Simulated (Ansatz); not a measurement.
```yaml
crystal:
  periodic: [false, false, false]
  atoms:
    - {symbol: N, position_ang: [-1.582101, 2.272686, 0.610041]}
    - {symbol: C, position_ang: [-0.968815, 1.152576, 0.638857]}
    - {symbol: B, position_ang: [-0.604337, 0.353350, -0.658087]}
    - {symbol: C, position_ang: [0.522237, -0.719745, -0.760715]}
    - {symbol: C, position_ang: [1.165791, -1.175950, 0.525387]}
    - {symbol: F, position_ang: [0.197879, -1.712195, 1.364295]}
    - {symbol: H, position_ang: [-1.854191, 2.491458, -0.353408]}
    - {symbol: H, position_ang: [-0.649488, 0.816047, 1.630555]}
    - {symbol: H, position_ang: [-1.199318, 0.663836, -1.655314]}
    - {symbol: H, position_ang: [1.294469, -0.295469, -1.422460]}
    - {symbol: H, position_ang: [0.145745, -1.583240, -1.325305]}
    - {symbol: H, position_ang: [1.916675, -1.954206, 0.361941]}
    - {symbol: H, position_ang: [1.636058, -0.343848, 1.059013]}
basis:
  gaussian: {orbitals: "6-31++G**", fitting: {mean_field: def2-universal-jkfit}, point_charges: [{charge: 2.00, position_ang: [4.460, 0.441, -0.914]}]}
hamiltonian: {xc: {name: BLYP}}
output: {forces: true}
```

```sh
$ ansatz run in.yaml --threads 4 --pin off --events-out ev --progress --plain --max-ram 10444MiB
```

Output, abridged:

```
Functional definition: BLYP
580 factors; integrals over basis functions are off by at most 2.4e-1 eV
mean field evaluation 1: about -8087.6206 eV, gradient 8.3e1 eV
mean field evaluation 2: about -8024.5431 eV, gradient 1.6e2 eV
mean field evaluation 4: about -8104.4426 eV, gradient 1.7e1 eV
mean field evaluation 8: about -8104.4426 eV, gradient 1.7e1 eV
mean field evaluation 16: about -8105.9355 eV, gradient 1.0e-5 eV
mean field -8105.93546138 eV, -297.8876338055 hartree, gradient 1.0e-5 eV, S^2 0.000000; 3 other end points of the search recorded, 0 dependent functions left out
reference -8105.93594583 eV, -297.8876516084 hartree; 23, 23 occupied and 133, 133 virtual orbitals, 580 factors
Total energy: -8105.93594583 eV, -297.8876516084 hartree
Atom 0 at    -1.582101     2.272686     0.610041 Å, force     0.699081    -1.098155    -0.831399 eV/Å
Atom 1 at    -0.968815     1.152576     0.638857 Å, force    -0.033287     0.823508     1.826729 eV/Å
Atom 2 at    -0.604337     0.353350    -0.658087 Å, force    -0.061199    -0.202700    -2.008467 eV/Å
Atom 3 at     0.522237    -0.719745    -0.760715 Å, force    -0.346710    -0.224818    -0.170525 eV/Å
Atom 4 at     1.165791    -1.175950     0.525387 Å, force     0.916609    -0.192756    -0.294364 eV/Å
Atom 5 at     0.197879    -1.712195     1.364295 Å, force    -0.317779    -0.086008     0.378079 eV/Å
Atom 6 at    -1.854191     2.491458    -0.353408 Å, force    -0.692228     1.039932    -0.327942 eV/Å
Atom 7 at    -0.649488     0.816047     1.630555 Å, force     0.127544    -0.336111     0.333049 eV/Å
Atom 8 at    -1.199318     0.663836    -1.655314 Å, force    -0.016647    -0.094786     0.291361 eV/Å
Atom 9 at     1.294469    -0.295469    -1.422460 Å, force     1.264589     0.903701     0.799580 eV/Å
Atom 10 at     0.145745    -1.583240    -1.325305 Å, force    -0.330099    -0.261357    -0.146427 eV/Å
Atom 11 at     1.916675    -1.954206     0.361941 Å, force     0.289823    -0.330308    -0.108344 eV/Å
Atom 12 at     1.636058    -0.343848     1.059013 Å, force     0.458243     0.601199     0.052476 eV/Å
Dipole moment:    -2.575908     0.305232     0.326959 e Å
```

Run time 6 s (4 threads of an Intel Xeon Platinum 8375C on a shared host); peak host memory 0.2 GiB.
